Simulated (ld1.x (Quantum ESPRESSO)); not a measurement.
**Cutoff test, Re (Z = 75), RRKJ**

ld1.x (Quantum ESPRESSO) 7.5 input, shortened:

```
&input
   title='Re', zed=75., rel=1, dft='PBE', iswitch=3,
   config='[Xe] 4f14 5d4 6s0 6p0'
 /
 &inputp
   pseudotype=2, tm=.false., lloc=0,
   nlcc=.true.
 /
3
6P  2  1   0.00   0.00  2.35  2.35  0.0
5D  3  2   4.00   0.00  2.50  2.50  0.0
6S  1  0   0.00   0.00  1.80  1.80  0.0
 &test
   configts(1)='5d4 6s0 6p0'
 /
```

The pseudo-atom Hamiltonian at the reference potential is diagonalised in spherical Bessel functions j_l(qr) that vanish at 20 bohr, with q² up to the cutoff. All-electron valence levels (Ry): 6p -1.5781, 5d -2.4298, 6s -2.1615.

Task: How do the lowest levels (Ry) of each channel move with the cutoff, and are there ghosts?

Result:

```json
{"cutoff (Ry)": "8", "p #1": "-1.5273", "d #1": "-1.8647", "d #2": "-0.7951", "s #1": "-2.0471", "s #2": "-0.8827", "f #1": "-0.6845", "Σ f·Δε (mRy)": "2260.6"}
{"cutoff (Ry)": "10", "p #1": "-1.5388", "d #1": "-2.0340", "d #2": "-0.8378", "s #1": "-2.0519", "s #2": "-0.8844", "f #1": "-0.6847", "Σ f·Δε (mRy)": "1583.5"}
{"cutoff (Ry)": "12", "p #1": "-1.5517", "d #1": "-2.1902", "d #2": "-0.8715", "s #1": "-2.0685", "s #2": "-0.8912", "f #1": "-0.6855", "Σ f·Δε (mRy)": "958.8"}
{"cutoff (Ry)": "15", "p #1": "-1.5680", "d #1": "-2.3094", "d #2": "-0.8932", "s #1": "-2.0936", "s #2": "-0.9041", "f #1": "-0.6872", "Σ f·Δε (mRy)": "481.7"}
{"cutoff (Ry)": "18", "p #1": "-1.5744", "d #1": "-2.4019", "d #2": "-0.9066", "s #1": "-2.1309", "s #2": "-0.9347", "f #1": "-0.6881", "Σ f·Δε (mRy)": "112.0"}
{"cutoff (Ry)": "21", "p #1": "-1.5772", "d #1": "-2.4224", "d #2": "-0.9088", "s #1": "-2.1471", "s #2": "-0.9625", "f #1": "-0.6887", "Σ f·Δε (mRy)": "29.7"}
{"cutoff (Ry)": "25", "p #1": "-1.5779", "d #1": "-2.4285", "d #2": "-0.9092", "s #1": "-2.1549", "s #2": "-0.9945", "f #1": "-0.6889", "Σ f·Δε (mRy)": "5.2"}
{"cutoff (Ry)": "30", "p #1": "-1.5780", "d #1": "-2.4298", "d #2": "-0.9092", "s #1": "-2.1573", "s #2": "-1.0399", "f #1": "-0.6889", "Σ f·Δε (mRy)": "0.2"}
{"cutoff (Ry)": "35", "p #1": "-1.5781", "d #1": "-2.4298", "d #2": "-0.9092", "s #1": "-2.1574", "s #2": "-1.0699", "f #1": "-0.6890", "Σ f·Δε (mRy)": "0.1"}
{"cutoff (Ry)": "40", "p #1": "-1.5781", "d #1": "-2.4299", "d #2": "-0.9092", "s #1": "-2.1577", "s #2": "-1.0849", "f #1": "-0.6892", "Σ f·Δε (mRy)": "0.0"}
{"cutoff (Ry)": "400", "p #1": "-1.5781", "d #1": "-2.4299", "d #2": "-0.9094", "s #1": "-2.1615", "s #2": "-1.0986", "f #1": "-0.6895", "Σ f·Δε (mRy)": "0.0"}
```

Result: no extra level below or beside the all-electron valence levels (p, d, s, f tested); 10 mRy is reached at 25 Ry and 1 mRy at 30 Ry.
